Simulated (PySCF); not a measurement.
## Dipole polarisabilities along group 10, charge +2

Calculated with PySCF 2.14 for the ground configurations, without spin-orbit coupling: coupled response for Hartree-Fock and DFT. Mean α in bohr³, C₆ of like pairs in atomic units.

```tsv
species	α UHF	α PBE	α PBE0	C₆ UHF	C₆ PBE	C₆ PBE0
Ni²⁺ [Ar] 3d8 (x2c-TZVPPall with one added diffuse shell each of s, p, d, f type, spin-free X2C)	2.714	3.537	3.249	7.387	9.939	9.039
Pd²⁺ [Kr] 4d8 (x2c-TZVPPall with one added diffuse shell each of s, p, d, f type, spin-free X2C)	6.033	6.885	6.572	31.13	36.01	34.21
Pt²⁺ [Xe] 4f14 5d8 (x2c-TZVPPall with one added diffuse shell each of s, p, d, f type, spin-free X2C)	8.716	9.812	9.416	56.07	64.03	61.18
```
